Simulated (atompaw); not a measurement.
Building the PAW (atompaw) potential for ruthenium (PBE, scalar-relativistic).

Input for atompaw 4.2.0.5:

```
Ru 44
GGA-PBE scalarrelativistic loggrid 1500 logderivrange -8 5 326
5 5 4 0 0 0
5 0 0
5 1 0
4 2 7
0 0 0
c
c
c
v
v
c
c
v
v
c
v
2
1.80 1.80 1.45 1.45
n
n
y
1.6
n
custom polynom2 7 10 vanderbiltortho sinc
3 0 ultrasoft
1.75
1.80
1.75
1.80
1.80
1.80
PWSCFOUT
UPFDX 0.0125d0 UPFXMIN -7.d0 UPFZMESH 44.d0
END
```

Command:

```bash
atompaw < Ru.input > Ru.log
```

The program printed (summary file):

```
Completed calculations for Ru (AE)

 Exchange-correlation type: GGA, Perdew-Burke-Ernzerhof

 Radial integration grid is logarithmic
 r0 =   1.9588811E-04 h =   8.6190767E-03   n =      1500 rmax =   8.0000000E+01

 Scalar relativistic calculation

 AEatom converged in  37 iterations
   nz     =  44.00
   delta  =       3.271490240217E-15

 All Electron Orbital energies:
  n  l      occupancy      energy
  1  0      2.0000000E+00 -1.6129276E+03
  2  0      2.0000000E+00 -2.3236167E+02
  3  0      2.0000000E+00 -4.1361829E+01
  4  0      2.0000000E+00 -6.1572144E+00
  5  0      0.0000000E+00 -7.7140199E-01
  2  1      6.0000000E+00 -2.0815824E+02
  3  1      6.0000000E+00 -3.3407658E+01
  4  1      6.0000000E+00 -3.9581120E+00
  5  1      0.0000000E+00 -4.4979017E-01
  3  2      1.0000000E+01 -2.0610341E+01
  4  2      7.0000000E+00 -9.2190519E-01

 Total energy
   Total                    :    -9060.96928795399981

 ---
 Completed calculations for Ru (SC)

 Exchange-correlation type: GGA, Perdew-Burke-Ernzerhof

 Radial integration grid is logarithmic
 r0 =   1.9588811E-04 h =   8.6190767E-03   n =      1500 rmax =   8.0000000E+01

 Scalar relativistic calculation

 SCatom converged in   3 iterations
   nz     =  44.00
   delta  =       2.451605715293E-17

 Valence Electron Orbital energies:
  n  l      occupancy      energy
   4  0      2.0000000E+00 -6.1572144E+00
   5  0      0.0000000E+00 -7.7140199E-01
   4  1      6.0000000E+00 -3.9581120E+00
   5  1      0.0000000E+00 -4.4979017E-01
   4  2      7.0000000E+00 -9.2190519E-01

 Total energy
   Total                    :    -9060.96928795239000
   Valence                  :     -430.45448113756066

 PAW parameters:
       lmax =            2
         rc =    1.8031347691083635
        irc =         1060
   rc_shape =    1.8031347691083635
    rc_vloc =    1.4535715235584152
    rc_core =    1.4535715235584152
   Vloc: Non norm-conserving form with l= 3;e=   0.0000E+00
   Projector type: improved polynomial pseudization + Vanderbilt ortho.
   Sinc^2 compensation charge shape zeroed at rc

 Number of basis functions     6
 No.   n  nodes  l      Energy         Cp coeff         Occ
  1    4    3    0   -0.6157214E+01  0.1457834E+01  0.2000000E+01
  2    5    4    0   -0.7714020E+00  0.1337835E+02  0.0000000E+00
  3    4    2    1   -0.3958112E+01  0.1172530E+01  0.6000000E+01
  4    5    3    1   -0.4497902E+00  0.2580463E+02  0.0000000E+00
  5    4    1    2   -0.9219052E+00  0.5405348E+00  0.7000000E+01
  6  999    2    2    0.1600000E+01  0.3751457E-01  0.0000000E+00

 Eigenvalues of overlap operator (in the basis of projectors):
    1        5.37387070E-01
    2        6.41051684E-01
    3        1.72954761E+00
    4        4.28081142E+01
    5        6.25913967E+01
    6        5.53144213E+02

 Orbital leakage outside PAW augmentation regions
   orb  is_core?  %out_of_sphere
   1 0    T          -0.00
   2 0    T           0.00
   3 0    T           0.00
   4 0    F           2.81
   5 0    F          91.24
   2 1    T           0.00
   3 1    T           0.00
   4 1    F           6.67
   5 1    F          96.39
   3 2    T           0.00
   4 2    F          33.78

 Summary of PAW energies
   Total valence energy     :   -430.45471339380276
   Smooth energy            :     18.91042166503104
   One center               :   -449.36513505883380
   Smooth kinetic           :     42.59183527434203
   Vloc energy              :    -30.93607061274755
   Smooth exch-corr         :    -14.35015227859238
   One-center xc            :   -252.09819739095579
```

The run took about 7.2 s on one core of a shared server CPU.
